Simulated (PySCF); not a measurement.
Working out the ionisation energy of Ag

Ag [Kr] 4d10 5s1 (2S) → Ag⁺ [Kr] 4d10 (1S). Computed with PySCF 2.14 in def2-TZVPPD with the def2 core potential (28 electrons) (6s4p3d2f1g, 56 functions), with a scalar-relativistic core potential. Frozen: nothing. Energies in hartree (1 hartree = 27.21139 eV):

```tsv
part	Ag (lower)	Ag⁺ (upper)
UHF	-146.116958	-145.883287
CCSD correlation	-0.623131	-0.589837
(T)	-0.017735	-0.014563
```

Q: What does Hartree-Fock give?

A: (-145.883287) − (-146.116958) = 0.233671 hartree = 6.359 eV.

Q: What do CCSD and CCSD(T) give?

A: The CCSD correlation energies differ by 0.033294 hartree = 0.906 eV and the triples by 0.003172 hartree = 0.086 eV, so CCSD gives 7.265 eV and CCSD(T) 7.351 eV.

Measured between the centres of the two terms (NIST): 7.576 eV, so CCSD(T) (valence and next inner shell) is off by -0.225 eV.

What remains against the reference includes basis incompleteness and higher excitations.
